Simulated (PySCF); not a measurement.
**Question.** What does the PBE0-D3(BJ)/def2-SVP structure of InChI=1S/C7H13B/c1-2-7-4-3-5-8-6-7/h2,7-8H,1,3-6H2/t7-/m1/s1 look like in three dimensions?

**Answer.** 
Z-matrix in Å and degrees, rows numbered from 1:
```
C 
C   1  1.3343
C   2  1.5016  1  127.24
C   3  1.5394  2  110.52  1  -122.93
B   4  1.5639  3  115.93  2   166.83
C   5  1.5626  4  119.75  3   -19.33
C   6  1.5288  5  115.16  4    19.14
C   7  1.5256  6  112.49  5   -38.57
H   1  1.0930  2  120.90  3   178.90
H   1  1.0935  2  122.38  3    -1.10
H   2  1.0984  1  118.27  3  -178.59
H   3  1.1087  2  106.42  1   121.62
H   4  1.1139  3  108.99  2    52.23
H   4  1.1035  3  112.02  2   -61.86
H   5  1.2149  4  119.73  3   167.74
H   6  1.1142  5  101.39  4   -99.43
H   6  1.1028  5  112.73  4   150.44
H   7  1.1026  6  111.02  5  -162.02
H   7  1.1047  6  109.14  5    81.95
H   8  1.1020  3  109.57  2    51.53
H   8  1.1063  3  109.16  2   -64.35
```

The 6 C–C bonds span 1.334 Å (C1=C2, drawn double) to 1.539 Å (C3–C4, drawn single), a spread of 0.205 Å. B5 (three-coordinate boron) is planar (angles 120.1°, 119.8° and 119.7°, sum 359.6°, 0.05 Å off the plane of its three neighbours). The 6-membered ring C3–C4–B5–C6–C7–C8 has internal angles of 111.3° to 119.8° (sum 687°, against 720° for a flat polygon); it is puckered, 0.20 Å rms from its mean plane, widest ring torsion 61°. Of the pairs four or more bonds apart, C8···H10 is among the closest relative to their van der Waals radii: 2.66 Å, 92 % of the sum of Bondi's values.

Computed, not measured: PySCF 2.14.0, PBE0-D3(BJ)/def2-SVP geometry optimisation, gas phase.

Point group: C1 (no symmetry element, even within 0.4 Å). No PBE0-D3(BJ)/def2-SVP frequencies stand behind this structure, so it isn't proved a minimum. One conformer, not necessarily the lowest (C1–C2–C3–C4 -123°, C2–C3–C4–B5 167°, C3–C4–B5–C6 -19°, C4–B5–C6–C7 19°, B5–C6–C7–C8 -39°).

On Intel Xeon at 2.50 GHz, one thread, no GPU, on a shared host, this took 14 min wall, 9.8 min CPU and 0.82 GiB of memory at its peak. These figures are those of the optimisation.
